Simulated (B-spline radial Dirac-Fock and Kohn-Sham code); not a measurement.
## The O-like isoelectronic sequence (8 electrons), Z = 53 to 67

Calculated with a radial finite-basis atomic code, using multi-electron Dirac-Fock with separately optimised hole states, Breit and Lamb-shift corrections added in first order. Binding energies in eV, tabulated ground configurations ([He] 2s2 2p4 throughout). No correlation.

```csv
ion,1s,2s,outermost level,NIST ionisation energy
I⁴⁵⁺,36774.5,8352.8,7912.7 (2p),7811 ± 4
Xe⁴⁶⁺,38286.0,8718.6,8254.5 (2p),8144 ± 4
Cs⁴⁷⁺,39831.8,9093.3,8603.9 (2p),8484 ± 4
Ba⁴⁸⁺,41412.3,9477.2,8961.0 (2p),8831 ± 4
La⁴⁹⁺,43027.8,9870.2,9325.9 (2p),9184 ± 4
Ce⁵⁰⁺,44678.6,10272.6,9698.7 (2p),9545 ± 4
Pr⁵¹⁺,46365.1,10684.3,10079.2 (2p),9913 ± 4
Nd⁵²⁺,?,?,?,?
Pm⁵³⁺,49846.9,11536.6,10864.2 (2p),10671 ± 5
Sm⁵⁴⁺,51642.8,11977.3,11268.7 (2p),11060 ± 5
Eu⁵⁵⁺,53476.2,12428.1,11681.2 (2p),11457 ± 5
Gd⁵⁶⁺,55347.5,12888.8,12101.8 (2p),11861 ± 5
Tb⁵⁷⁺,57257.5,13359.9,12530.7 (2p),12272 ± 6
Dy⁵⁸⁺,59205.3,13841.2,12967.8 (2p),12690 ± 6
Ho⁵⁹⁺,61193.1,14333.2,13413.2 (2p),13116 ± 7
```

Q: Fill in the row of Nd⁵²⁺.

A: 1s 48087.8, 2s 11105.6, outermost 10467.7 (2p), NIST 10288 ± 4 eV.

NIST's values are for the lowest levels; a dash marks a value that is missing or belongs to another shell. Their kind here: theoretical. Where a p, d or f shell is open in either ion the computed value averages over both j values and all terms, while the table refers to the lowest levels; that difference holds spin-orbit splitting (largest in heavy or highly charged ions), term energies where several electrons share open shells, and correlation, and it can reach 10 % or more.
